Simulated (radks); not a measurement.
The titanium ion Ti2+, configuration [Ar] 3d1.5 4p0.5 (fractional occupations, a model configuration). Calculated with a radial shooting solver on a logarithmic mesh with Libxc functionals: scalar-relativistic Kohn-Sham, PBEsol, spin-polarised, spherical densities, point nucleus; open shells are filled with parallel spins first.

Radial electron density D(r) = 4 pi r^2 rho(r):

```
   r/bohr * D(r) (the largest magnitude, 27.4, reaches the edge; | marks zero)
 0.003396 | *
 0.004458 |  *
 0.005852 |    *
  0.00762 |       *
     0.01 |           *
  0.01302 |                 *
  0.01709 |                         *
  0.02226 |                                 *
  0.02922 |                                          *
  0.03835 |                                                 *
  0.04994 |                                                   *
  0.06555 |                                                *
  0.08535 |                                         *
    0.112 |                                      *
    0.147 |                                            *
   0.1915 |                                                     *
   0.2513 |                                                      *
   0.3273 |                                         *
   0.4296 |                       *
   0.5638 |               *
   0.7342 |                  *
   0.9637 |                   *
    1.255 |            *
    1.647 |     *
    2.145 | *
    2.815 |*
    3.695 *
    4.811 *
    6.315 *
    8.223 *
```

D(r) has 3 maxima, at r = 0.0480, 0.226, 0.868 bohr, and minima at 0.109, 0.568 bohr, inside which lie 2.14, 10.43 electrons.
